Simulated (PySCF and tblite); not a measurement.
Values are calculated unless marked as measured or tabulated.
Dynamics report: rotation

System: C5H9NSe2, numbered as in [CH3:1][CH2:2][CH2:3][Se:4][Se:5][CH2:6][C:7]#[N:8].

Motion: rotation about the Se4–Se5 bond (torsion C3–Se4–Se5–C6 from -90° to 90°, rising). Level: BHandHLYP/pcSseg-1 + D3(BJ) on GFN2-xTB stationary points, with GFN2-xTB thermal terms. Rates follow Eyring's equation with the number of equivalent paths and no tunnelling. Shieldings: GIAO at the same DFT level; methyl-like tops are averaged, other torsions stay as in the two minima; line shapes leave out couplings; of unlike H on one atom, [a] is the less shielded. Run with tblite and PySCF.

```
 point  symmetry  E(GFN2) kcal/mol  E(DFT) kcal/mol  ZPE change kcal/mol  lowest mode cm⁻¹  dipole D
 start        C1               0.0              0.0                 0.00                22      1.58
saddle        C1               7.9             10.7                 0.00               60i      3.23
   end        C1               0.0              0.0                 0.00                24      1.58
```

| Quantity | Value |
| --- | --- |
| Electronic barrier | 10.7 kcal/mol |
| Barrier with zero-point energy | 10.7 kcal/mol |
| ΔH‡ (298 K) | 10.1 kcal/mol |
| ΔS‡ (298 K, symmetry apart) | -4.8 cal/(mol K) |
| Paths | 2 equivalent paths |
| End point | the same structure with atoms interchanged, or its mirror image |
| Mean lifetime of the start against this motion at 298 K | 21 µs |
| Cost | 2.2 min on 1 thread of Arm Neoverse V1 (shared host) (rough), peak memory 1.2 GiB, launched as `OMP_NUM_THREADS=1 python ens_run.py task.json out` |

| T/K | ΔG‡ kcal/mol | k s⁻¹ |
| --- | --- | --- |
| 150 | 11.0 | 0.00063 |
| 200 | 11.1 | 5.6 |
| 250 | 11.3 | 1350 |
| 298 | 11.5 | 4.7×10⁴ |
| 350 | 11.7 | 7.4×10⁵ |
| 400 | 11.9 | 5.4×10⁶ |
| 500 | 12.3 | 8.8×10⁷ |

ΔG and ΔG‡ leave out symmetry numbers and mirror images; rates count paths: 2 out.

Sites that the motion interchanges:

```
nucleus         site   ppm          scale
     ¹H  H on C3 [b]  2.89  δ against TMS
     ¹H  H on C3 [a]  4.13  δ against TMS
     ¹H  H on C6 [b]  2.53  δ against TMS
     ¹H  H on C6 [a]  3.10  δ against TMS
     ¹H  H on C2 [a]  1.51  δ against TMS
     ¹H  H on C2 [b]  1.41  δ against TMS
```

```
nucleus                      sites  ¹H MHz  spread Hz  coalescence K  k there s⁻¹
     ¹H  H on C3 [b] / H on C3 [a]     100        124            233          275
     ¹H  H on C3 [b] / H on C3 [a]     200        247            240          551
     ¹H  H on C3 [b] / H on C3 [a]     700        865            254         1920
     ¹H  H on C6 [b] / H on C6 [a]     100         57            226          127
     ¹H  H on C6 [b] / H on C6 [a]     200        115            232          253
     ¹H  H on C6 [b] / H on C6 [a]     700        402            245          894
     ¹H  H on C2 [a] / H on C2 [b]     100         10            210           22
     ¹H  H on C2 [a] / H on C2 [b]     200         21            217           46
     ¹H  H on C2 [a] / H on C2 [b]     700         73            228          162
```

Spin–orbit effects of heavy atoms on shieldings are missing.
